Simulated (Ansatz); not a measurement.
One change: `C[O][GeH]([CH3])[SH]` becomes `C[O][GeH]([CH3])[SiH3]`.

Ansatz, PBE0-D4/def2-TZVP geometries, multiplicity 1. Each molecule was computed in one conformer, which needn't be the lowest.

Scalar relativity is left out up to krypton.

```tsv
property	`C[O][GeH]([CH3])[SH]`
size of the dipole moment (B3LYP/def2-TZVPP) / D	1.10
HOMO–LUMO gap (ωB97M-V/def2-TZVPP) / eV	11.85
HOMO energy (PBE0/def2-TZVPP) / eV	-7.42
LUMO energy (B3LYP/def2-TZVPP) / eV	0.14
HOMO energy (PBE/def2-TZVPP) / eV	-6.14
HOMO–LUMO gap (B3LYP/def2-TZVPP) / eV	7.30
```

Problem. Give the same properties after the change, and the shifts. (Estimate.)

Solution. The calculation gave: 
```
                                        property  `C[O][GeH]([CH3])[SiH3]`  shift
size of the dipole moment (B3LYP/def2-TZVPP) / D                      0.77  -0.33
         HOMO–LUMO gap (ωB97M-V/def2-TZVPP) / eV                     11.26  -0.59
              HOMO energy (PBE0/def2-TZVPP) / eV                     -7.28   0.14
             LUMO energy (B3LYP/def2-TZVPP) / eV                     -0.17  -0.31
               HOMO energy (PBE/def2-TZVPP) / eV                     -5.89   0.25
           HOMO–LUMO gap (B3LYP/def2-TZVPP) / eV                      6.90  -0.40
```

With PBE0 the HOMO rises by 0.14 eV and the LUMO falls by 0.41 eV, so the gap narrows by about 0.55 eV. PBE moves the HOMO by 0.25 eV and ωB97M-V by 0.19 eV. Dipoles are sizes alone; their direction can turn.

B3LYP here is the variant with VWN-RPA as its local correlation; programs differ in this.
